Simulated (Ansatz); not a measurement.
The cluster IrO2, relaxed as a doublet with UKS PBE0-D4/def2-TZVP in Ansatz, starting from the GFN2-xTB geometry. Force threshold 0.02 eV/Å.

In the def2 sets Ir takes a core potential; there is no spin–orbit coupling. The structure holds 1 bond(s) between oxygen atoms. Another isomer (doublet) lies 3.57 eV lower at PBE0-D4/def2-TZVP; other spin states weren't run for this one.

Start:

Cartesian coordinates in Å:
```
Ir 0.015 -0.467 -1.085
O -0.498 -0.195 0.720
O 0.483 0.662 0.365
```

Question: Estimate the energy that the relaxation releases and the steps that it takes.

Answer: 0.0 kcal/mol, in 3 steps; 13 s on 4 threads of Arm Neoverse V2 on a shared host. No frequencies were taken in this run, so the end may be a saddle point.

Question: Does the start keep its bonding and symmetry?

Answer: By distances, no bond broke or formed. The bond that changes most is Ir1–O3, from 1.90 to 1.89 Å (atoms count from 1). Point group C2v at the start, C2v at the end, both within 0.05 Å.

Question: Predict the relaxed structure.

Answer: 
Cartesian coordinates in Å:
```
Ir 0.015 -0.465 -1.079
O -0.498 -0.197 0.717
O 0.483 0.662 0.361
```
Bond lengths: 2 × Ir–O 1.89 Å; 1 × O–O 1.35 Å.
